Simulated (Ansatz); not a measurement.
Mulliken charges of `O[SiH2][Si](O)(F)F` from PBE/def2-TZVPP in Ansatz (PBE0-D4/def2-TZVP geometry).

```
atom   x (Å)   y (Å)   z (Å)  charge (e)
  O1  -0.797  -1.696   1.507      -0.347
 Si2   0.439  -1.062   0.619       0.279
 Si3  -0.220   0.946  -0.390       0.679
  O4   0.874   1.391  -1.501      -0.336
  F5  -1.654   0.756  -1.065      -0.273
  F6  -0.437   2.130   0.654      -0.268
  H7  -1.638  -1.838   1.069       0.193
  H8   0.890  -1.985  -0.459      -0.072
  H9   1.555  -0.825   1.564      -0.051
 H10   0.812   2.244  -1.935       0.195
```

Q: By hand: the dipole of these point charges (1 e Å = 4.8032 D).

A: Σ q r = (0.223, -0.042, -0.213) e Å, of length 0.311 e Å = 1.49 D.

Q: How does the dipole of the full density compare? (Best estimate.)

A: Computed: (0.014, 0.004, -0.261) e Å, 1.26 D; the point charges give 1.18 times that, at 44° from its direction.

Point charges leave out the atoms' own dipoles, such as those of lone pairs, and Mulliken's split depends on the basis, so the two needn't agree.
